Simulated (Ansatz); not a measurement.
Consider the formal exchange of groups at a Te–C bond: `[SiH3]OC[TeH]` + `[SiH3][SeH]` → `[SeH][SiH2][TeH]` + `CO[SiH3]`.

Computed with Ansatz on PBE0-D4/def2-TZVP structures; ΔE is electronic, products minus reactants. CCSD(T)/CBS adds triple-zeta CCSD(T) − MP2 to the extrapolated MP2 energy (def2 sets, frozen cores). Functionals use def2-TZVPP. B3LYP here is the variant with VWN-RPA as its local correlation; programs differ in this. def2 core potentials past Kr. For Se, Te outer-core shells are correlated without core-valence functions, which leaves a few kJ/mol of doubt a bond. Scalar relativity is left out up to krypton. Each species was taken in one conformer, which may not be the lowest.

```
             level  ΔE (kJ/mol)  difference from CCSD(T)/CBS
         r2SCAN-D4        -96.0                         -0.7
           PBE0-D4       -100.1                         -4.8
           ωB97M-V        -96.0                         -0.7
            r2SCAN        -96.4                         -1.1
              PBE0       -100.9                         -5.6
             B3LYP        -93.9                          1.4
     HF/def2-TZVPP       -105.4                        -10.1
    MP2/def2-TZVPP        -97.6                         -2.3
SCS-MP2/def2-TZVPP        -94.5                          0.8
   CCSD/def2-TZVPP        -94.7                          0.6
CCSD(T)/def2-TZVPP        -92.2                          3.1
     HF/def2-QZVPP       -104.9                         -9.6
    MP2/def2-QZVPP        -99.2                         -3.9
      HF/CBS(def2)       -104.9                         -9.6
     MP2/CBS(def2)       -100.7                         -5.4
    CCSD/CBS(def2)        -97.8                         -2.5
       CCSD(T)/CBS        -95.3                            0
```

Largest T1 diagnostic among the species: 0.012.

In def2-TZVPP, CCSD(T) changes the Hartree–Fock value by +13.2 kJ/mol (the triples alone add +2.5 kJ/mol) and MP2 by +7.8 kJ/mol. From PBE to PBE0 (25 % exact exchange), in def2-TZVPP and without D4, ΔE moves by −6.8 kJ/mol.
